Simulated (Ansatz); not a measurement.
Geometry optimisation, Ansatz, RHF/6-31G*.

input.yaml

```yaml
crystal:
  periodic: [false, false, false]
  atoms:
    - { symbol: Si, position_ang: [0.158129, -0.07152, -0.091553] }
    - { symbol: O, position_ang: [0.325489, -0.233384, 1.543116] }
    - { symbol: Si, position_ang: [-0.403253, -0.302923, 3.004376] }
    - { symbol: H, position_ang: [-1.64343, -1.106042, 2.933971] }
    - { symbol: H, position_ang: [0.51348, -0.924529, 3.973995] }
    - { symbol: H, position_ang: [-0.7602, 1.051302, 3.471994] }
    - { symbol: H, position_ang: [1.585898, 0.006335, -0.317173] }
    - { symbol: H, position_ang: [-0.532323, 1.184191, -0.45329] }
    - { symbol: Si, position_ang: [-0.919594, -1.908569, -1.116227] }
    - { symbol: H, position_ang: [-1.774037, -2.629983, -0.15047] }
    - { symbol: H, position_ang: [-1.771884, -1.437156, -2.22919] }
    - { symbol: H, position_ang: [0.079427, -2.856921, -1.65135] }
basis:
  gaussian: { orbitals: "6-31G*" }
hamiltonian:
  xc: hf
relax:
  f_tol: 0.03
  max_steps: 50
```

Run as:

```bash
$ ansatz run input.yaml --threads 1 --pin off --max-ram 2048MiB --backend cpu --events-out ev --progress --plain --runs-dir out
```

Question: Where does it end, and by what steps?

Answer: It converged. The force dipped under the threshold on the way, but the program's further checks kept it going. After 16 steps the energy has fallen by 0.247 eV; H11 moved furthest, 0.99 Å.

| step | energy less start (eV) | largest force component (eV/Å) | accepted |
| --- | --- | --- | --- |
| 0 | 0.0000 | 1.174 | yes |
| 1 | -0.1810 | 0.471 | yes |
| 2 | -0.1992 | 0.287 | yes |
| 3 | -0.2140 | 0.100 | yes |
| 4 | -0.2257 | 0.171 | yes |
| 5 | -0.2256 | 0.347 | no |
| 6 | -0.2316 | 0.030 | yes |
| 7 | -0.2349 | 0.117 | yes |
| 8 | -0.2361 | 0.201 | yes |
| 9 | -0.2383 | 0.147 | yes |
| 10 | -0.2432 | 0.019 | yes |
| 11 | -0.2447 | 0.024 | yes |
| 12 | -0.2417 | 0.225 | no |
| 13 | -0.2457 | 0.047 | yes |
| 14 | -0.2459 | 0.099 | yes |
| 15 | -0.2464 | 0.094 | yes |
| 16 | -0.2472 | 0.020 | yes |

```xyz
12
Properties=species:S:1:pos:R:3
Si -0.019 -0.081 -0.056
O -0.002 -0.402 1.548
Si -0.306 -0.325 3.146
H -1.489 -1.142 3.471
H 0.854 -0.842 3.890
H -0.563 1.068 3.556
H 1.357 0.207 -0.507
H -0.836 1.123 -0.319
Si -0.891 -1.910 -1.250
H -2.272 -2.214 -0.816
H -0.913 -1.592 -2.695
H -0.061 -3.118 -1.049
```

Whether the end is a true minimum wasn't checked by a vibrational analysis.

Time of the run: 39 s on 1 thread of Intel(R) Xeon(R) Platinum 8488C (Sapphire Rapids), on a shared host, peak memory 0.18 GiB.
